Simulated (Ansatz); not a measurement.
Species: diiodo(dimethyl)germane, C₂H₆GeI₂, net charge 0, singlet state. 
Coordinates optimised at B3LYP-D3(BJ)/def2-TZVP (Ansatz, a program for electronic structure):
```
Ge
C 1 1.9557
H 2 1.0875 1 109.57
H 2 1.0898 3 109.56 1 -119.67
H 2 1.0898 3 109.56 4 -120.67
C 1 1.9557 2 115.21 3 180.00
H 6 1.0875 1 109.57 2 180.00
H 6 1.0898 7 109.56 1 119.67
H 6 1.0898 7 109.56 8 120.67
I 1 2.5486 2 108.14 3 -58.92
I 1 2.5486 2 108.14 3 58.92
```
Charge 0, spin multiplicity 1.

Basis-set convergence of Hartree-Fock and CCSD correlation energies (hartree) with Ansatz. Correlated levels leave the core frozen unless marked. No spin-orbit coupling. The frozen core is the preceding noble-gas configuration, with the filled d and f shells of earlier blocks. Past Kr the def2 sets carry scalar-relativistic core potentials.

```tsv
basis	functions	E(HF)	E(corr, CCSD)
def2-SVPD	196	-2747.69635	-0.66493
def2-TZVPPD	348	-2748.06417	-0.80740
def2-QZVPPD	601	-2748.11055	-0.86626
```

Extrapolating the two largest sets (X = 3 and 4) as X^-3: E(corr) = (64·(-0.86626) - 27·(-0.80740))/37 = -0.9092 Eh, an estimate of the basis-set limit. The largest set recovers 95.3 % of it, the smallest 73.1 %.
